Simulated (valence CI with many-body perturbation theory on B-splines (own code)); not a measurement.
## Forbidden lines of Pt⁶⁵⁺

Calculated by valence CI with perturbative core correlation (CI+MBPT): three valence electrons over a frozen Dirac-Fock core [Ne], a basis of 11 s, 11 p, 9 d, 7 f, 5 g, 2 h, 1 i functions for each j, with the one-electron correlation potential Σ1, the two-electron term Σ2, the three-electron term Σ3, Breit, model QED; selected CI, second order for the rest (own B-spline code, finite nucleus).

No measured spectrum was set against this ion. As an estimate, large intervals hold to a few tenths of a per cent, small ones and those within an open d or f shell to about a per cent.

Lines 1 to 5 of 5 in falling wavelength, among levels below 14082 × 10³ cm⁻¹, chosen from the decays that carry over 1 % of a level's rate. Wavelengths and rates use the calculated energies. Electric multipoles are in the length gauge, E1 and E2 with the static RPA response of the core. S is in atomic units (e²a₀⁴ for E2 and M2, e²a₀⁶ for E3), for M1 in squared Bohr magnetons. Weak lines are less certain than strong ones. Lines between different terms over intervals too small for the method are left out, as are lines whose strength nearly cancels.

Levels are named by their leading jj configuration (3d3/2^4 stands for four electrons in 3d with j = 3/2), which in mixed levels can hold well under half, so a name can repeat and another be missing. Letters in brackets count levels of one name in rising energy.

| λ vac (Å) | Upper | Lower | Type | A (s⁻¹) | S (a.u.) |
| --- | --- | --- | --- | --- | --- |
| 28.80 | (3s 3p3/2 3d5/2) J=9/2 | (3s 3p1/2 3d5/2) J=7/2 | M1 | 4.46e+08 | 3.95e+00 |
| 28.50 | (3s 3p1/2 3p3/2) J=3/2 [a] | (3s 3p1/2^2) J=1/2 | M1 | 4.74e+08 | 1.63e+00 |
| 27.79 | (3s 3p3/2 3d5/2) J=9/2 | (3s 3p1/2 3d5/2) J=5/2 [a] | E2 | 8.73e+06 | 1.29e-03 |
| 26.50 | (3s^2 3p3/2) J=3/2 | (3s^2 3p1/2) J=1/2 | M1 | 4.65e+08 | 1.28e+00 |
| 26.50 | (3s^2 3p3/2) J=3/2 | (3s^2 3p1/2) J=1/2 | E2 | 1.70e+07 | 7.95e-04 |
